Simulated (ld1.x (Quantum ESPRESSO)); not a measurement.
## Transferability test, TM semilocal potential for Se

```json
{
 "Element": "selenium",
 "Generator": "ld1.x (Quantum ESPRESSO) 7.5",
 "Type": "norm-conserving Troullier–Martins (semilocal form)",
 "Functional": "PBE",
 "Relativity": "scalar-relativistic",
 "Frozen core": "[Ar]",
 "Valence charge": "16",
 "Reference configuration": "3d10 4s2 4p3 (charge +1)",
 "Partial waves": "4s (bound): rc 1.10 bohr; 4p (bound): rc 1.60 bohr; 3d (bound): rc 0.95 bohr; 4f channel at 0.45 Ry: rc 1.30 bohr",
 "Local potential": "the f channel",
 "Core correction": "none"
}
```

Energies are relative to the spin-unpolarised reference configuration 3d10 4s2 4p3; without spin polarisation the order of configurations can differ from experiment.

Question: Give the all-electron excitation energy and the error of the potential for: 3d10 4s2 4p4; 3d10 4s2 4p2; 3d10 4s2 4p1; 3d10 4s1 4p4; 3d10 4s2 4p4.3; 3d10 4s2 4p0; 3d9 4s2 4p5.

Answer:

```csv
valence configuration,charge,ΔE all-electron (eV),error AE − PS (meV)
3d10 4s2 4p4,0,-10.845,+3.5
3d10 4s2 4p2,+2,20.348,+1.0
3d10 4s2 4p1,+3,51.216,+16
3d10 4s1 4p4,+1,11.537,-3.1
3d10 4s2 4p4.3,-0.3,-12.438,+4.6
3d10 4s2 4p0,+4,93.400,+66
3d9 4s2 4p5,0,40.828,-513
```

Levels in the configuration 3d10 4s2 4p2:

| level | all-electron (eV) | pseudo (eV) |
| --- | --- | --- |
| 3d | -75.815 | -75.619 |
| 4s | -37.635 | -37.613 |
| 4p | -25.464 | -25.454 |
